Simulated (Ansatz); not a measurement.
Steps of a relaxation of `[BH2][GeH2][F]` with RKS PBE-D4/def2-SVP.

```sh
$ ansatz run in.yaml --threads 2 --pin off --events-out ev --progress --plain --max-ram 4352MiB
```

```yaml
crystal:
  periodic: [false, false, false]
  atoms:
    - {symbol: B, position_ang: [-0.919100, 0.195000, -0.695700]}
    - {symbol: Ge, position_ang: [0.633600, -0.127000, 0.459400]}
    - {symbol: F, position_ang: [0.672200, -1.834700, 0.830100]}
    - {symbol: H, position_ang: [-1.608400, -0.635600, -1.024700]}
    - {symbol: H, position_ang: [-1.189200, 1.332000, -1.094600]}
    - {symbol: H, position_ang: [0.517900, 0.711400, 1.769100]}
    - {symbol: H, position_ang: [1.954200, 0.290900, -0.289400]}
basis:
  gaussian: {orbitals: def2-SVP}
hamiltonian: {xc: pbe, dispersion: d4}
relax: {f_tol: 0.03, max_steps: 200}
```

Positions (Å) and forces (eV/Å) along the path, 6 of 6 steps:

```xyz
7
step=1 energy=-59953.5346 eV
B    -0.919    0.195   -0.696    0.129    2.329   -0.322
Ge    0.634   -0.127    0.459    0.830    0.746    0.197
F     0.672   -1.835    0.830    0.261   -0.525    0.300
H    -1.608   -0.636   -1.025   -1.463   -1.794   -0.702
H    -1.189    1.332   -1.095    0.179   -0.321    0.173
H     0.518    0.711    1.769    0.129   -0.199    0.125
H     1.954    0.291   -0.289   -0.064   -0.236    0.229
7
step=2 energy=-59953.7231 eV
B    -0.989    0.221   -0.743    0.023    0.671   -0.159
Ge    0.617   -0.106    0.442    0.593    0.034    0.389
F     0.796   -1.802    0.908   -0.083   -0.131   -0.023
H    -1.718   -0.641   -1.108   -0.378   -0.506   -0.156
H    -1.214    1.362   -1.120    0.064   -0.116    0.085
H     0.581    0.658    1.804   -0.087    0.018   -0.082
H     1.988    0.240   -0.230   -0.132    0.030   -0.054
7
step=3 energy=-59953.7460 eV
B    -0.980    0.225   -0.750   -0.089    0.111   -0.004
Ge    0.641   -0.101    0.456    0.128   -0.070    0.082
F     0.770   -1.814    0.895    0.001    0.052   -0.010
H    -1.725   -0.662   -1.102   -0.008   -0.056   -0.020
H    -1.205    1.364   -1.112    0.013   -0.011   -0.017
H     0.570    0.670    1.812   -0.014   -0.019   -0.045
H     1.990    0.251   -0.245   -0.030   -0.007    0.014
7
step=4 energy=-59953.7468 eV
B    -0.988    0.232   -0.742    0.026   -0.024   -0.066
Ge    0.645   -0.104    0.458   -0.013   -0.022    0.027
F     0.774   -1.815    0.897    0.000    0.037   -0.013
H    -1.722   -0.665   -1.103   -0.001    0.015    0.028
H    -1.206    1.367   -1.119   -0.013    0.003    0.018
H     0.567    0.668    1.809    0.009   -0.004    0.003
H     1.991    0.249   -0.246   -0.008   -0.005    0.002
7
step=5 energy=-59953.7471 eV
B    -0.984    0.232   -0.747    0.000    0.003   -0.001
Ge    0.646   -0.101    0.458   -0.008    0.022   -0.011
F     0.770   -1.812    0.891    0.005   -0.034    0.010
H    -1.722   -0.667   -1.095    0.000    0.001    0.001
H    -1.209    1.366   -1.122   -0.001    0.000   -0.001
H     0.569    0.665    1.812   -0.002    0.004    0.006
H     1.993    0.249   -0.241    0.006    0.003   -0.004
7
step=6 energy=-59953.7472 eV
B    -0.984    0.232   -0.748   -0.001   -0.001   -0.001
Ge    0.646   -0.102    0.457    0.000    0.002    0.000
F     0.774   -1.814    0.889    0.000   -0.001    0.000
H    -1.728   -0.664   -1.087    0.000    0.000    0.000
H    -1.204    1.365   -1.129    0.000    0.000    0.001
H     0.564    0.663    1.812    0.000    0.000   -0.001
H     1.994    0.252   -0.239    0.000    0.000    0.000
```

Run time 7.5 s (2 threads of an Arm Neoverse V1 on a shared host); peak host memory 0.14 GiB.
